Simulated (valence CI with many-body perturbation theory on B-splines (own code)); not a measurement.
# Xe XLI: calculated level list

Computed by valence CI with perturbative core correlation (CI+MBPT): four valence electrons over a frozen Dirac-Fock core [Ne], radial functions for each j: 11 s, 11 p, 10 d, 8 f, 5 g, 2 h, with the one-electron correlation potential Σ1 (screened to all orders), the two-electron term Σ2, the three-electron term Σ3, Breit, model QED; selected single and double excitations, second order for the rest, scaled by the run's own slope (own B-spline code, finite nucleus).

The last digits are not significant, and no measured levels were compared; by estimate large intervals hold to a few tenths of a per cent, small ones and those within an open d or f shell to about a per cent. Among the levels kept, up to 740 cm⁻¹ of a level comes from second order outside the variational space, and about a tenth of that is noise between levels of different J, which matters for small intervals.

Levels 1 to 45 of 171, with energies above the lowest level, (3s^2 3p1/2^2) J=0. "Leading %" is the weight of the configuration and term that name the level; weights of strongly mixed levels are sums over their largest components and can fall short, so below about 35 % the name and the second component can differ from the true leading terms, or belong to a minority configuration. In the jj column 3d3/2^4 stands for four electrons in 3d with j = 3/2. Lifetimes count E1, E2, E3, M1 and M2 decay at the calculated energies, and are blank where another channel may lead or the interval is too uncertain; long ones can be off by a factor of two.

```csv
No.,Configuration,Term,J,E (Ry),Leading %,g,Lifetime,Leading jj
1,3s2 3p2,3P,0,0.000,72,,,3s^2 3p1/2^2 (98 %)
2,3s2 3p2,3P,1,5.426,99,1.495,363 ns,3s^2 3p1/2 3p3/2 (99 %)
3,3s2 3p2,1D,2,5.897,60,1.190,81.3 μs,3s^2 3p1/2 3p3/2 (98 %)
4,3s2 3p2,3P,2,11.663,60,1.298,197 ns,3s^2 3p3/2^2 (98 %)
5,3s2 3p2,1S,0,12.689,71,,136 ns,3s^2 3p3/2^2 (97 %)
6,3s 3p3,5S°,2,12.918,40,1.621,115 ps,3s 3p1/2^2 3p3/2 (92 %)
7,3s 3p3,3D°,1,14.377,41,0.966,9.99 ps,3s 3p1/2^2 3p3/2 (81 %)
8,3s2 3p 3d,3F°,2,16.225,70,0.772,700 ps,3s^2 3p1/2 3d3/2 (96 %)
9,3s 3p3,5S°,2,17.476,34,1.474,610 ps,3s 3p1/2 3p3/2^2 (61 %)
10,3s2 3p 3d,3F°,3,18.040,34,1.206,97.3 ps,3s^2 3p1/2 3d5/2 (64 %)
11,3s2 3p 3d,3D°,1,18.187,50,0.908,1.70 ps,3s^2 3p1/2 3d3/2 (81 %)
12,3s 3p3,3D°,2,19.207,32,1.253,5.97 ps,3s^2 3p1/2 3d5/2 (52 %)
13,3s 3p3,3D°,3,19.403,60,1.223,12.1 ps,3s 3p1/2 3p3/2^2 (60 %)
14,3s 3p3,3P°,0,19.707,89,,12.6 ps,3s 3p1/2 3p3/2^2 (89 %)
15,3s 3p3,3P°,1,20.292,42,1.246,7.14 ps,3s 3p1/2 3p3/2^2 (80 %)
16,3s 3p3,1D°,2,20.576,52,1.132,4.17 ps,3s 3p1/2 3p3/2^2 (66 %)
17,3s 3p3,3S°,1,21.060,39,1.382,2.27 ps,3s 3p1/2 3p3/2^2 (90 %)
18,3s2 3p 3d,1D°,2,23.552,45,1.063,2.58 ps,3s^2 3p3/2 3d3/2 (44 %)
19,3s2 3p 3d,3D°,2,23.582,36,1.307,4.48 ps,3s^2 3p3/2 3d5/2 (44 %)
20,3s2 3p 3d,3D°,3,23.590,33,1.148,2.68 ps,3s^2 3p3/2 3d3/2 (81 %)
21,3s2 3p 3d,3P°,1,23.595,48,1.148,2.03 ps,3s^2 3p3/2 3d3/2 (83 %)
22,3s2 3p 3d,3F°,4,23.642,99,1.244,431 ns,3s^2 3p3/2 3d5/2 (99 %)
23,3s2 3p 3d,3P°,0,23.702,88,,2.32 ps,3s^2 3p3/2 3d3/2 (88 %)
24,3s 3p2 3d,5F,1,23.875,54,0.359,56.1 ps,3s 3p1/2^2 3d3/2 (92 %)
25,3s 3p2 3d,5F,2,24.158,30,1.183,59.1 ps,3s 3p1/2^2 3d3/2 (86 %)
26,3s2 3p 3d,1F°,3,25.498,53,1.148,3.90 ps,3s^2 3p3/2 3d5/2 (85 %)
27,3s2 3p 3d,1P°,1,25.733,59,1.151,5.71 ps,3s^2 3p3/2 3d5/2 (85 %)
28,3s 3p2 3d,5D,3,25.755,28,1.376,18.0 ps,3s 3p1/2^2 3d5/2 (87 %)
29,3s 3p2 3d,3F,2,26.290,20,1.096,17.4 ps,3s 3p1/2^2 3d5/2 (69 %)
30,3s 3p3,3P°,2,26.487,37,1.331,2.71 ps,3s 3p3/2^3 (70 %)
31,3s 3p3,1P°,1,27.783,40,1.157,1.64 ps,3s 3p3/2^3 (83 %)
32,3s 3p2 3d,3F,2,28.117,30,1.087,9.93 ps,3s 3p1/2 3p3/2 3d3/2 (46 %)
33,3s 3p2 3d,5D,0,28.432,59,,30.7 ps,3s 3p1/2 3p3/2 3d3/2 (78 %)
34,3s 3p2 3d,5D,1,28.607,58,1.217,83.2 ps,3s 3p1/2 3p3/2 3d3/2 (96 %)
35,3s 3p2 3d,5F,3,28.820,48,1.182,58.5 ps,3s 3p1/2 3p3/2 3d3/2 (88 %)
36,3s 3p2 3d,5F,2,28.871,31,1.200,7.13 ps,3s 3p1/2 3p3/2 3d3/2 (58 %)
37,3p4,1S,0,29.054,32,,6.33 ps,3p1/2^2 3p3/2^2 (55 %)
38,3s 3p2 3d,5F,4,29.459,52,1.240,182 ps,3s 3p1/2 3p3/2 3d3/2 (70 %)
39,3s 3p2 3d,5D,4,29.812,54,1.391,699 ps,3s 3p1/2 3p3/2 3d5/2 (89 %)
40,3s 3p2 3d,3F,2,30.233,65,0.905,6.40 ps,3s 3p1/2 3p3/2 3d3/2 (64 %)
41,3s 3p2 3d,5P,3,30.324,46,1.416,3.81 ps,3s 3p1/2 3p3/2 3d3/2 (53 %)
42,3s 3p2 3d,5P,2,30.677,44,1.537,3.07 ps,3s 3p1/2 3p3/2 3d3/2 (69 %)
43,3s 3p2 3d,5P,1,30.761,42,1.853,2.71 ps,3s 3p1/2 3p3/2 3d3/2 (88 %)
44,3s 3p2 3d,5F,5,30.778,56,1.307,135 ps,3s 3p1/2 3p3/2 3d5/2 (94 %)
45,3s 3p2 3d,3P,2,30.850,31,1.263,5.41 ps,3s 3p1/2 3p3/2 3d5/2 (64 %)
```

Where two levels of one J and parity lie close, their mixing, g and order are uncertain.

The ionisation energy to 3s2 3p 2P°_1/2 of the next ion comes out as 2977.5 eV (NIST: 2975 ± 4 eV (theoretical)). All 171 levels together are meant to be complete up to 48.872 Ry.
